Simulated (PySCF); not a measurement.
## Electronic structure of Pb (lead, neutral) at the UHF level

Configuration: [Xe] 4f14 5d10 6s1 6p3, high-spin 5S determinant (an excited configuration). All numbers are calculated (PySCF 2.14, scalar relativity by spin-free X2C-1e, in aug-cc-pVTZ-DK3 (9s8p6d3f, 84 functions)).

| Property | Result |
| --- | --- |
| Total energy | -20877.745454 hartree |
| One-electron energy | -28568.1113 hartree |
| Hartree (Coulomb) energy | 8080.2074 hartree |
| Exchange energy | -389.8416 hartree |
| ⟨S²⟩ | 6.0100 |
| ⟨L²⟩ | 0.000 |
| Sum of ⟨r⟩ | 49.64 bohr |
| Sum of ⟨r²⟩ | 75.13 bohr² |
| Langevin diamagnetic susceptibility | -59.5 ×10⁻⁶ cm³/mol |

```csv
shell,electrons,mean orbital energy (eV),"rms radius, mean of both spins (bohr)"
1s α,1,-88461.4,0.0181
1s β,1,-88461.2,0.0181
2s α,1,-15981.7,0.0730
2s β,1,-15981.6,0.0730
2p α,3,-13779.4,0.0673
2p β,3,-13779.4,0.0673
3s α,1,-3910.1,0.186
3s β,1,-3910.0,0.186
3p α,3,-3265.6,0.189
3p β,3,-3265.5,0.189
3d α,5,-2572.7,0.173
3d β,5,-2572.7,0.173
4s α,1,-925.55,0.408
4s β,1,-925.29,0.408
4p α,3,-709.70,0.435
4p β,3,-709.52,0.435
4d α,5,-447.73,0.462
4d β,5,-447.67,0.462
5s α,1,-168.51,0.916
5s β,1,-167.88,0.916
4f α,7,-159.95,0.494
4f β,7,-159.90,0.494
5p α,3,-105.95,1.04
5p β,3,-105.63,1.04
5d α,5,-30.785,1.39
5d β,5,-30.054,1.39
6s α,1,-19.813,2.56
6p α,3,-8.355,3.34
```

Spin-orbit coupling, which splits the p, d and f shells strongly at this Z, is absent. Spin-orbit coupling is strong in this species (close to jj coupling), so the high-spin LS determinant is a model state, not a physical level.

Densities and radii are taken from the X2C orbitals without a picture-change correction, which distorts them close to the nucleus.

Spin-orbit constants ζ (cm⁻¹) from the X2C one-electron operator on these orbitals: bare nucleus, nucleus screened by l(l+1)(2l+1)/3 electrons, and screened by the Breit-Pauli mean field of the electrons.

```json
{"shell": "2p", "bare": "10860000", "screened nucleus": "10600000", "mean field": "n/a"}
{"shell": "3p", "bare": "2450000", "screened nucleus": "2390000", "mean field": "n/a"}
{"shell": "3d", "bare": "375900", "screened nucleus": "330100", "mean field": "n/a"}
{"shell": "4p", "bare": "595400", "screened nucleus": "580900", "mean field": "n/a"}
{"shell": "4d", "bare": "81630", "screened nucleus": "71680", "mean field": "n/a"}
{"shell": "4f", "bare": "17260", "screened nucleus": "11360", "mean field": "n/a"}
{"shell": "5p", "bare": "104100", "screened nucleus": "101500", "mean field": "n/a"}
{"shell": "5d", "bare": "9114", "screened nucleus": "8002", "mean field": "n/a"}
{"shell": "6p", "bare": "7793", "screened nucleus": "7603", "mean field": "n/a"}
```
